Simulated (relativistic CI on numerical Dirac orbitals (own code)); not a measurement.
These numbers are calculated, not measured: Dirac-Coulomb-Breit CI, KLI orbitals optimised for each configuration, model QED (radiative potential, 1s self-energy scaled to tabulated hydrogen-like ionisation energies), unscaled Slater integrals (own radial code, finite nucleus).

The strongest absorption lines from the ground level of an ion, among the configurations computed and to levels below about 751 eV (vacuum wavelength in Å, gf): 16.604 (3.5), 17.201 (0.21), 17.221 (0.46), 58.609 (0.32), 58.709 (2.5), 61.212 (0.66), 66.989 (1.7), 77.023 (0.28).

Problem. Which ion is it?
A. Sn31+
B. Pd29+
C. Pd25+
D. Pd27+

Solution. D. Pd27+ has 19 electrons and the ground level 3s²3p⁶3d ²D3/2; the strongest line goes to 3s²3p⁶4f ²F°5/2. The pattern of lines fixes the number of electrons, and along that sequence the line energies rise steadily with the charge (about as its square where n changes within one kind of shell, about linearly where n is kept but much faster in heavy ions where fine structure, which grows about as Z⁴, sets the gap, and irregularly where shells cross), which fixes Z. Configurations outside the model, such as inner-shell arrays, can give stronger lines. At this charge energies of transitions that change n are usually good to better than 1 %, and those within a shell (Δn = 0) to a few per cent.

LS names give the leading component of a level, which can be under half, so a name can repeat, a term be missing and a line seem to break the LS rules.
